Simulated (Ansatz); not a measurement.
Results of the Gaussian-basis code of Ansatz.

A structure relaxed at PBE0-D4/def2-TZVP, charge 0, multiplicity 2:

```tsv
atom	x (Å)	y (Å)	z (Å)
C1	2.768	-0.439	-0.737
C2	1.560	-0.535	-0.685
In3	-0.546	-0.863	-0.744
C4	-1.770	0.387	0.570
H5	3.830	-0.341	-0.769
H6	-1.442	0.202	1.595
H7	-1.572	1.428	0.307
H8	-2.828	0.162	0.464
```

Question: Give its formula and SMILES.

Answer: C3H4In, `C#[C][In][CH3]`.

Question: Point group (tolerance 0.08 Å, 0.16 Å for H)?

Answer: Cs.

Question: Summarise the bond lengths by kind.

Answer: 1 × C–C 1.213 Å; 4 × C–H 1.067 to 1.092 Å; 2 × C–In 2.132 to 2.188 Å.
